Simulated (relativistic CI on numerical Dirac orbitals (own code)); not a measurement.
# Line list: Electric-dipole lines, Sb XXXVI

These numbers are calculated, not measured: Dirac-Coulomb-Breit CI, separate exchange-only KLI orbitals for each configuration, model QED, unscaled Slater integrals (own radial code, finite nucleus).

Configuration list (outside the closed core [Ne]): 3s²3p⁴, 3s3p⁵, 3s²3p³3d, 3p⁶, 3s3p⁴3d, 3p⁵3d, 3s3p³3d², 3s²3p²3d4p, 3p⁵4s, 3s3p³3d4s, 3p⁵4p, 3s²3p³4s, 3s²3p³4p, 3s²3p³4d, 3p⁴3d4p, 3s3p⁴4s, 3s²3p³4f, 3s3p⁴4p, 3s3p⁴4d, 3s3p⁴4f, 3s²3p³5s, 3s²3p³5p, 3s²3p²4s4p, 3s²3p³5d, 3s²3p³5f, 3s²3p³5g, 3s3p³4s², 3s3p⁴5s, 3s²3p²3d², 3s²3p3d³, 3s3p²3d³, 3s²3p3d²4s, 3s²3p3d²4p, 3s²3p3d²4d, 3p⁴3d², 3p³3d³, 3p³3d²4s, 3p³3d²4p, 3p³3d²4d, 3s²3p²3d4s, 3s3p²3d²4s, 3s²3p3d4s², 3s²3p3d4s4p, 3s²3p3d4s4d, 3p⁴3d4s, 3p³3d4s², 3p³3d4s4p, 3p³3d4s4d, 3s²3p²4s², 3s3p²3d4s², 3s²3p4s²4p, 3s²3p4s²4d, 3s²3p²4p², 3s²3p3d4p², 3s3p²3d4p², 3s²3p4s4p², 3s²3p4p³, 3s²3p4p²4d, 3s3p³4s4p, 3s3p²3d4s4p, 3s3p²4s²4p, 3s3p²4s4p², 3s3p²4s4p4d. Double excitations out of closed p, d and f shells are left out; levels of such configurations are missing from the list, as are those of other unlisted configurations, and high levels can miss mixing partners. These lack a partner that the ground configuration has and come out too high: 3s²3p³4f, 3s3p⁴4p, 3s3p⁴4d, 3s3p⁴4f, 3s²3p³5s.

```tsv
λ vac (Å)	Lower	Upper	A (s⁻¹)	gf	Branching (%)
52.186	3s²3p³3d ³D°3 [14]	3s²3p²3d² ³F2 [151]	5.02e+11	1.03e+00	71.4
52.594	3s²3p³3d ³F°3 [8]	3s²3p²3d² ³F3 [116]	3.30e+11	9.59e-01	62.0
52.948	3s²3p³3d ³F°4 [11]	3s3p⁴3d ³F4 [131]	2.24e+11	8.47e-01	64.6
53.302	3s²3p³3d ³F°3 [8]	3s²3p²3d² ³D2 [111]	3.68e+11	7.83e-01	77.5
53.303	3s²3p⁴ ¹S0 [2]	3s²3p³3d ³D°1 [37]	3.64e+11	4.66e-01	83.0
53.774	3s3p⁵ ³P°2 [10]	3s3p⁴3d ³D3 [113]	2.60e+11	7.90e-01	65.8
54.265	3s²3p⁴ ³P2 [1]	3s²3p³3d ³P°2 [30]	5.17e+11	1.14e+00	96.3
54.344	3s²3p⁴ ³P2 [1]	3s²3p³3d ³D°3 [29]	4.98e+11	1.54e+00	99.3
54.395	3s²3p⁴ ³P2 [1]	3s²3p³3d ³S°1 [28]	4.19e+11	5.57e-01	95.5
54.448	3s²3p³3d ³F°4 [11]	3s²3p²3d² ⁵D4 [120]	3.66e+11	1.46e+00	82.4
54.456	3s²3p⁴ ³P1 [3]	3s²3p³3d ³P°1 [43]	3.59e+11	4.79e-01	59.7
54.868	3s²3p⁴ ¹D2 [4]	3s²3p³3d ³D°2 [45]	2.25e+11	5.07e-01	56.2
55.172	3s²3p⁴ ¹D2 [4]	3s²3p³3d ¹F°3 [44]	4.77e+11	1.52e+00	100.0
64.076	3s²3p⁴ ³P1 [3]	3s²3p³3d ¹D°2 [38]	2.24e+11	6.90e-01	58.2
64.217	3s²3p³3d ¹F°3 [44]	3s²3p²3d² ¹G4 [236]	4.76e+11	2.65e+00	66.2
64.775	3s²3p⁴ ³P0 [5]	3s²3p³3d ¹P°1 [59]	3.94e+11	7.43e-01	96.8
65.226	3s²3p⁴ ¹D2 [4]	3s²3p³3d ³S°1 [39]	3.75e+11	7.18e-01	87.8
66.349	3s²3p⁴ ¹D2 [4]	3s²3p³3d ¹D°2 [38]	1.48e+11	4.87e-01	38.3
69.241	3s²3p⁴ ¹D2 [4]	3s²3p³3d ¹F°3 [36]	1.04e+11	5.22e-01	70.8
70.871	3s²3p⁴ ³P2 [1]	3s²3p³3d ³D°3 [14]	7.73e+10	4.07e-01	100.0
```

Terms are leading LS components. Brackets give the number of a level in order of energy, since labels repeat. The list gives strong lines, with weight on those to low levels, without lines whose two gauges differ by over a factor of 2.5, among the lowest 400 of 10362 levels, so that lines to higher ones, which can be the strongest, are missing. Levels whose partners in the same complex of configurations lie outside the list can be far off, and so can their lines. Rates are taken at the computed energies, electric ones in the length gauge.

At this charge energies of transitions that change n are usually good to better than 1 %, and those within a shell (Δn = 0) to a few per cent.

LS names give the leading component of a level, which can be under half, so a name can repeat, a term be missing and a line seem to break the LS rules.
